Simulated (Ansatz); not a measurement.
C$_{3}$H$_{8}$GaS, SMILES `C[CH](C)[Ga][SH]` radical. Charge 0, multiplicity 2. Geometry: relaxed with PBE0-D4/def2-TZVP. It is one conformer, not always the lowest.

```xyz
13

C    -0.928    0.783   -0.875
C    -0.286   -0.541   -0.491
C    -0.655   -0.980    0.917
Ga    1.737   -0.336   -0.598
S     2.512    1.217    0.834
H    -0.686    1.084   -1.898
H    -0.615    1.593   -0.209
H    -2.021    0.712   -0.806
H    -0.565   -1.315   -1.211
H    -1.743   -1.078    1.013
H    -0.217   -1.946    1.182
H    -0.329   -0.253    1.667
H     3.796    1.059    0.475
```

Task: What is the dipole moment at ωB97M-V/def2-TZVPP? (An estimate is asked.)

Result: Ansatz gave: 1.78 D, with components (-0.74, -1.20, -1.08) D in this frame, pointing from negative to positive charge.

Task: And with PBE, r2SCAN, B3LYP? (Best estimate.)

Result: The calculation gave: PBE 1.64 D, r2SCAN 1.70 D, B3LYP 1.76 D.

Task: Give the Mulliken charges with ωB97M-V, PBE, r2SCAN in def2-TZVPP. (Estimate.)

Result: The calculation gave: 
```
atom  ωB97M-V    PBE  r2SCAN
  C1    -0.32  -0.27   -0.16
  C2    -0.20  -0.05   -0.02
  C3    -0.32  -0.27   -0.16
 Ga4     0.25   0.17    0.20
  S5    -0.30  -0.30   -0.31
  H6     0.11   0.09    0.05
  H7     0.12   0.10    0.06
  H8     0.11   0.08    0.04
  H9     0.11   0.07    0.03
 H10     0.11   0.08    0.04
 H11     0.11   0.09    0.05
 H12     0.12   0.10    0.06
 H13     0.12   0.12    0.11
```

B3LYP here is the variant with VWN-RPA as its local correlation; programs differ in this.
